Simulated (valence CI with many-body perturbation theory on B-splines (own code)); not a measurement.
## Ce17+ in three bases

Calculated by configuration interaction combined with many-body perturbation theory (CI+MBPT): five valence electrons over a frozen Dirac-Fock core [Kr], a basis of 7 s, 7 p, 8 d, 6 f, 4 g, 1 h functions for each j, with the one-electron correlation potential Σ1, the two-electron term Σ2, the three-electron term Σ3, Breit, model QED; selected CI, second order for the rest, scaled by the run's own slope (own B-spline code, finite nucleus).

No measured spectrum was set against this ion. As an estimate, terms of the open shell hold to 2 to 4 % of their energy, and close levels can change places. Among the levels kept, up to 610 cm⁻¹ of a level comes from second order outside the variational space, and about a tenth of that is noise between levels of different J, which matters for small intervals. Only levels of the ground parity were solved; by the run's estimate the other parity begins above the list, which can be wrong where configurations are misplaced.

The reference run has the lowest level (4d3/2^3 4d5/2^2) J=5/2 [a] and an ionisation energy of 472.800 eV. Its largest variational space holds 19981 state functions.

Levels are named by their leading jj configuration (3d3/2^4 stands for four electrons in 3d with j = 3/2), which in mixed levels can hold well under half, so a name can repeat and another be missing. Letters in brackets count levels of one name in rising energy.

Changed runs:
A. basis 6 s, 6 p, 5 d, 5 f, 1 g
B. basis 5 s, 5 p, 4 d, 4 f

Excitation energies of the reference run in cm⁻¹, and shifts in cm⁻¹:

```csv
Level,Reference,A,B
(4d3/2^4 4d5/2) J=5/2,34988,+440,+1486
(4d3/2^3 4d5/2^2) J=7/2 [a],50319,+371,+1518
(4d3/2^3 4d5/2^2) J=3/2,52625,+380,+1504
(4d3/2^3 4d5/2^2) J=11/2,53528,+357,+1427
(4d3/2^3 4d5/2^2) J=5/2 [b],56346,+331,+1382
(4d3/2^3 4d5/2^2) J=9/2,56950,+330,+1459
(4d3/2^3 4d5/2^2) J=1/2,61975,+363,+1464
(4d3/2^2 4d5/2^3) J=7/2 [a],70278,+340,+1730
(4d3/2^3 4d5/2^2) J=5/2 [c],74399,+473,+1834
(4d3/2^2 4d5/2^3) J=11/2,80855,+440,+1686
(4d3/2^3 4d5/2^2) J=7/2 [b],81680,+519,+2165
(4d3/2^2 4d5/2^3) J=1/2 [a],83105,+297,+1584
Ionisation energy (eV),472.800,-0.046,-0.066
```
